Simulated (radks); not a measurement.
Cs3+, configuration [Kr] 4d10 5s2 5p3 5f1 (not the ground configuration). All-electron calculation, Dirac Kohn-Sham, LDA (Slater exchange, Perdew-Wang correlation), spin-unpolarised, spherical densities, finite nucleus; open shells fill j = l - 1/2 first; Fermi nuclear charge, rms radius 4.8041 fm. Program: a radial shooting solver on a logarithmic mesh with Libxc functionals.

Spin-orbit splittings of the eigenvalues, e(l+1/2) - e(l-1/2), with zeta = 2 splitting/(2l+1) and mean radii in bohr:

| shell | occ. | splitting (eV) | zeta (eV) | <r> j=l-1/2 | <r> j=l+1/2 |
|---|---|---|---|---|---|
| 2p | 6 | 351.8 | 234.5 | 0.09406 | 0.09995 |
| 3p | 6 | 67.40 | 44.94 | 0.2890 | 0.3008 |
| 3d | 10 | 14.33 | 5.732 | 0.2715 | 0.2752 |
| 4p | 6 | 13.90 | 9.264 | 0.7200 | 0.7478 |
| 4d | 10 | 2.315 | 0.9259 | 0.8275 | 0.8377 |
| 5p | 3 | 2.169 | 1.446 | 1.824 | 1.890 |
| 5f | 1 | 0.02364 | 0.006755 | 4.671 | 4.682 |
